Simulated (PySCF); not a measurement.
Structure and vertical S1–T1 gap

Theory: TDA CAM-B3LYP/aug-cc-pVDZ excited states, vertical, gas phase in PySCF 2.14.0. Geometry: PBE0-D3(BJ)/def2-SVP.

Each molecule in one low-energy conformer. The parent is C1=C/CCCCCC/1.

(1) Order by vertical S1–T1 gap, lowest first.
A. C1=C/CCCCCC/1
B. F/C1=C\CCCCCC1
C. Cl/C1=C\CCCCCC1

Answers

(1) B (2.06 eV), C (2.16 eV), A (2.27 eV).

All values:
| molecule | change | S1 (eV) | S1 from | f(S1) | T1 (eV) | T1 from | S1 − T1 (eV) | S0–T1 spin-orbit coupling (cm⁻¹) | S1–T1 spin-orbit coupling (cm⁻¹) |
| --- | --- | --- | --- | --- | --- | --- | --- | --- | --- |
| C1=C/CCCCCC/1 | base | 6.07 | HOMO→LUMO+2 | 0.011 | 3.80 | HOMO→LUMO+9 | 2.27 | 2.17 | 0.60 |
| F/C1=C\CCCCCC1 | H replaced by F | 5.88 | HOMO→LUMO | 0.019 | 3.82 | HOMO→LUMO+9 | 2.06 | 2.42 | 3.17 |
| Cl/C1=C\CCCCCC1 | H replaced by Cl | 5.78 | HOMO→LUMO | 0.021 | 3.62 | HOMO→LUMO+4 | 2.16 | 5.49 | 14.68 |
